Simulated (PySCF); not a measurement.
C4H6BF, SMILES C#CB(C)CF.

Coordinates come from a PBE0-D3(BJ)/def2-SVP optimisation. This is a generated structure with no PubChem entry under its InChIKey; it may be hypothetical. One conformer was computed; it need not be the lowest.

All values below come from PBE/def2-TZVP (PySCF).

Isolated molecule, no solvent.

```json
{
  "total_energy": "-280.42550 hartree",
  "point_group": "Cs",
  "highest_occupied_level": "-6.62 eV",
  "lowest_empty_level": "-2.68 eV",
  "orbital_gap": "3.94 eV",
  "dipole_moment": "1.68 D",
  "quadrupole, principal values (traceless, Buckingham form, about the centre of nuclear charge)": "-8.52, -1.02, 9.54 D·Å",
  "mean_static_polarisability": "63.4 bohr³ (9.39 Å³)",
  "polarisability_principal_values": "44.5, 58.2, 87.4 bohr³"
}
```
